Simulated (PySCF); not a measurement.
NMR data sheet: C$_{7}$H$_{5}$P

```
Formula                               : C7H5P
SMILES                                : C#Cc1ccccp1
Point group of the computed structure : Cs
Carbon signals                        : 7
Proton signals                        : 5
```

Numbering as in the mapped SMILES `[CH:1]#[C:2][c:3]1[cH:4][cH:5][cH:6][cH:7][p:8]1` (H(Xn): hydrogen on atom n).

[PySCF: GFN2-xTB structure; shielding tensors at PBE0/pcSseg-1 (GIAO); no solvent; no relativistic terms; single conformer]

δ = σ(ref) − σ, references computed at the same level: TMS for ¹H, ¹³C; ³¹P vs H3PO4.

| carbon | δC, type | δH (multiplicity) | HMBC from (2–3 bonds) | span of the C tensor (ppm) |
| --- | --- | --- | --- | --- |
| C1 | 96.8, CH | 3.60 (s) | – | 141 |
| C2 | 90.4, C | – | H(C4), H(C1) | 311 |
| C3 | 160.0, C | – | H(C7), H(C4), H(C5), H(C1) | 313 |
| C4 | 145.6, CH | 8.38 (m) | H(C6), H(C5) | 238 |
| C5 | 134.3, CH | 7.79 (m) | H(C7), H(C4), H(C6) | 230 |
| C6 | 137.0, CH | 8.04 (m) | H(C7), H(C4), H(C5) | 244 |
| C7 | 166.0, CH | 9.21 (m) | H(C6), H(C5) | 329 |

Other nuclei:
```csv
atoms,nucleus,environment,δ (ppm),σ (ppm)
P8,³¹P,"phosphorus bonded to 2 C, in a 6-membered ring",260.4,58.0
```

δC 166.0, 145.6, 137.0, 134.3: aromatic CH. δC 160.0: substituted aromatic carbon. δC 96.8: terminal alkyne carbon; sp carbons lie upfield of alkene carbons because the cylindrical π system leaves one tensor component strongly shielded. δC 90.4: alkyne carbon; sp carbons lie upfield of alkene carbons because the cylindrical π system leaves one tensor component strongly shielded. δH 9.21, 8.38, 8.04, 7.79: hydrogen on an aromatic CH; the ring current deshields protons in the ring plane.

Splittings by ³¹P in the carbon and heteronuclear signals aren't shown, as no couplings were computed. Shifts are as computed. Against solution values, carbons near 30 ppm lie about +3 ppm off and those near 130 ppm about +5 ppm. Of 1211 compounds with measured shifts, 218 miss one by over three times the rms of a fit or turn the order of signals round; such compounds aren't used in these exercises. Experimental scales use liquid or dissolved standards, which lie at an offset from isolated H3PO4. Multiplicities follow the n + 1 count of equivalent neighbours, as no J values were calculated; m marks all less simple cases, F and P coupling included.
